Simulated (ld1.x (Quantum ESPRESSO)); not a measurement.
**An all-electron radial function and its pseudo partner (O)**

Columns: radius, all-electron u(r) and pseudo u(r) of the 2p shell (level -8.97 eV) of oxygen in the configuration [He] 2s2 2p4; PBEsol, scalar-relativistic, PAW scheme, ld1.x (Quantum ESPRESSO) 7.5.

```csv
r (bohr),all-electron,pseudo
0.121,0.1399,0.0096
0.242,0.3694,0.0375
0.363,0.5677,0.0817
0.484,0.7091,0.1388
0.605,0.7956,0.2047
0.726,0.8368,0.2745
0.847,0.8444,0.3434
0.968,0.8288,0.4068
1.089,0.7980,0.4608
1.210,0.7580,0.5025
1.331,0.7130,0.5300
1.452,0.6657,0.5429
1.573,0.6181,0.5418
1.694,0.5715,0.5283
1.815,0.5265,0.5051
1.936,0.4838,0.4750
2.057,0.4436,0.4408
2.178,0.4060,0.4055
2.299,0.3710,0.3710
2.420,0.3386,0.3386
2.541,0.3088,0.3088
2.662,0.2814,0.2814
2.783,0.2563,0.2563
2.904,0.2333,0.2333
3.025,0.2123,0.2123
3.146,0.1931,0.1931
```

Q: How many radial nodes do the two functions have?

A: The all-electron 2p function has n − l − 1 = 0; the pseudo-wave has 0.

Q: At about which radius was the pseudo-wave matched?

A: 2.42 bohr, where the columns begin to agree (steps of 0.12 bohr).

Q: Is the pseudo-wave norm-conserving?

A: No, it belongs to a PAW set: the norm inside the radius is not constrained, and the difference is carried by the augmentation charge.
